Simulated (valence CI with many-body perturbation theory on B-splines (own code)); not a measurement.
## Forbidden lines of Dy⁶⁰⁺

Computed by configuration interaction combined with many-body perturbation theory (CI+MBPT): four valence electrons over a frozen Dirac-Fock core [He], a basis of 11 s, 11 p, 10 d, 8 f, 5 g, 2 h functions for each j, with the one-electron correlation potential Σ1, the two-electron term Σ2, the three-electron term Σ3, Breit, model QED; selected CI, second order for the rest, scaled by the run's own slope (own B-spline code, finite nucleus).

The last digits are not significant, and no measured levels were compared; by estimate large intervals hold to a few tenths of a per cent, small ones and those within an open d or f shell to about a per cent. Among the levels kept, up to 930 cm⁻¹ of a level comes from second order outside the variational space, and about a tenth of that is noise between levels of different J, which matters for small intervals.

Lines 51 to 88 of 88 in falling wavelength, among levels below 10640 eV, chosen from the decays that carry over 1 % of a level's rate. Wavelengths and rates use the calculated energies. Electric multipoles are in the length gauge, E1 and E2 with the static RPA response of the core. Weak lines are less certain than strong ones. Lines between different terms over intervals too small for the method are left out, as are lines whose strength nearly cancels. The highest levels of a list are the least certain.

Levels are named by their leading jj configuration (3d3/2^4 stands for four electrons in 3d with j = 3/2), which in mixed levels can hold well under half, so a name can repeat and another be missing. Letters in brackets count levels of one name in rising energy.

| λ vac (nm) | Upper | Lower | Type | A (s⁻¹) | Branch % |
| --- | --- | --- | --- | --- | --- |
| 0.1488 | (2s^2 2p3/2 3p3/2) J=3 | (2s^2 2p1/2 2p3/2) J=1 | E2 | 5.12e+11 | 6.8 |
| 0.1486 | (2s^2 2p3/2 3p3/2) J=2 | (2s^2 2p1/2 2p3/2) J=2 | E2 | 5.91e+11 | 5.8 |
| 0.1483 | (2s^2 2p3/2 3p3/2) J=2 | (2s^2 2p1/2 2p3/2) J=1 | E2 | 2.59e+11 | 2.6 |
| 0.1482 | (2s^2 2p3/2 3p3/2) J=0 | (2s^2 2p1/2 2p3/2) J=2 | E2 | 8.28e+11 | 7.4 |
| 0.1474 | (2s 2p3/2^2 3d5/2) J=5 | (2s 2p1/2 2p3/2^2) J=3 | M2 | 1.00e+10 | 1.2 |
| 0.1474 | (2s 2p1/2 2p3/2 3d5/2) J=5 | (2s 2p1/2^2 2p3/2) J=2 | E3 | 4.13e+09 | 6.3 |
| 0.1467 | (2s^2 2p3/2 3d5/2) J=4 | (2s^2 2p1/2 2p3/2) J=2 | M2 | 1.51e+10 | 12.7 |
| 0.1467 | (2s^2 2p3/2 3d5/2) J=4 | (2s^2 2p1/2 2p3/2) J=2 | E3 | 1.69e+09 | 1.4 |
| 0.1464 | (2s^2 2p3/2 3d5/2) J=4 | (2s^2 2p1/2 2p3/2) J=1 | E3 | 2.89e+09 | 2.4 |
| 0.1445 | (2p1/2 2p3/2^2 3d3/2) J=4 | (2s 2p1/2 2p3/2^2) J=2 [b] | E2 | 2.43e+12 | 24.8 |
| 0.1445 | (2p1/2^2 2p3/2 3d3/2) J=2 | (2s 2p1/2^2 2p3/2) J=1 | E2 | 1.64e+12 | 1.8 |
| 0.1444 | (2p1/2^2 2p3/2 3d3/2) J=3 | (2s 2p1/2^2 2p3/2) J=1 | E2 | 1.97e+12 | 7.5 |
| 0.1444 | (2s 2p1/2 2p3/2 3d3/2) J=4 | (2s^2 2p1/2 2p3/2) J=2 | E2 | 1.95e+12 | 44.5 |
| 0.1441 | (2s 2p1/2^2 3d3/2) J=2 | (2s^2 2p1/2^2) J=0 | E2 | 2.43e+12 | 1.3 |
| 0.1440 | (2s 2p1/2 2p3/2 3d5/2) J=4 [a] | (2s^2 2p1/2 2p3/2) J=2 | E2 | 4.45e+11 | 1.7 |
| 0.1439 | (2p1/2 2p3/2^2 3d5/2) J=4 | (2s 2p1/2 2p3/2^2) J=2 [b] | E2 | 3.67e+11 | 3.6 |
| 0.1437 | (2p1/2 2p3/2^2 3d5/2) J=3 | (2s 2p1/2 2p3/2^2) J=1 [a] | E2 | 1.59e+12 | 3.8 |
| 0.1434 | (2s 2p3/2^2 3d5/2) J=4 [a] | (2s^2 2p3/2^2) J=2 | E2 | 2.14e+12 | 22.2 |
| 0.1433 | (2s 2p1/2 2p3/2 3d3/2) J=3 [c] | (2s^2 2p1/2 2p3/2) J=2 | E2 | 1.91e+12 | 5.9 |
| 0.1432 | (2p1/2^2 2p3/2 3d3/2) J=2 | (2s 2p1/2^2 2p3/2) J=2 | E2 | 2.74e+12 | 3.0 |
| 0.1432 | (2p1/2 2p3/2^2 3d3/2) J=4 | (2s 2p1/2 2p3/2^2) J=3 | E2 | 1.61e+12 | 16.4 |
| 0.1431 | (2p1/2^2 2p3/2 3d3/2) J=3 | (2s 2p1/2^2 2p3/2) J=2 | E2 | 2.39e+12 | 9.1 |
| 0.1431 | (2s 2p1/2 2p3/2 3d3/2) J=2 [c] | (2s^2 2p1/2 2p3/2) J=1 | E2 | 2.60e+12 | 1.0 |
| 0.1431 | (2p1/2^2 2p3/2 3d3/2) J=1 | (2s 2p1/2^2 2p3/2) J=2 | E2 | 4.06e+12 | 1.5 |
| 0.1430 | (2s 2p1/2 2p3/2 3d3/2) J=3 [c] | (2s^2 2p1/2 2p3/2) J=1 | E2 | 6.15e+11 | 1.9 |
| 0.1430 | (2p1/2^2 2p3/2 3d3/2) J=0 | (2s 2p1/2^2 2p3/2) J=2 | E2 | 4.36e+12 | 27.2 |
| 0.1429 | (2p1/2 2p3/2^2 3d3/2) J=1 [a] | (2s 2p1/2 2p3/2^2) J=2 [a] | E2 | 3.53e+12 | 2.5 |
| 0.1428 | (2p1/2 2p3/2^2 3d3/2) J=2 [a] | (2s 2p1/2 2p3/2^2) J=2 [a] | E2 | 3.19e+12 | 2.8 |
| 0.1428 | (2s 2p1/2 2p3/2 3d3/2) J=1 [c] | (2s^2 2p1/2 2p3/2) J=1 | E2 | 5.35e+12 | 1.3 |
| 0.1428 | (2p1/2 2p3/2^2 3d3/2) J=0 | (2s 2p1/2 2p3/2^2) J=2 [a] | E2 | 3.76e+12 | 1.6 |
| 0.1425 | (2p1/2 2p3/2^2 3d3/2) J=4 | (2s 2p1/2 2p3/2^2) J=2 [a] | E2 | 3.09e+11 | 3.2 |
| 0.1423 | (2s 2p3/2^2 3d5/2) J=2 [b] | (2s^2 2p3/2^2) J=0 | E2 | 5.49e+12 | 3.1 |
| 0.1421 | (2p1/2^2 2p3/2 3d5/2) J=4 | (2s 2p1/2^2 2p3/2) J=2 | E2 | 4.43e+12 | 62.1 |
| 0.1419 | (2s 2p1/2 2p3/2 3d5/2) J=3 [c] | (2s^2 2p1/2 2p3/2) J=1 | E2 | 3.13e+12 | 1.3 |
| 0.1418 | (2p1/2 2p3/2^2 3d5/2) J=4 | (2s 2p1/2 2p3/2^2) J=2 [a] | E2 | 4.14e+12 | 40.8 |
| 0.1418 | (2p1/2 2p3/2^2 3d5/2) J=3 | (2s 2p1/2 2p3/2^2) J=2 [a] | E2 | 2.47e+12 | 5.9 |
| 0.1417 | (2s 2p3/2^2 3d5/2) J=4 [b] | (2s^2 2p3/2^2) J=2 | E2 | 4.35e+12 | 28.7 |
| 0.1417 | (2s 2p3/2^2 3d5/2) J=3 [b] | (2s^2 2p3/2^2) J=2 | E2 | 1.01e+12 | 3.3 |
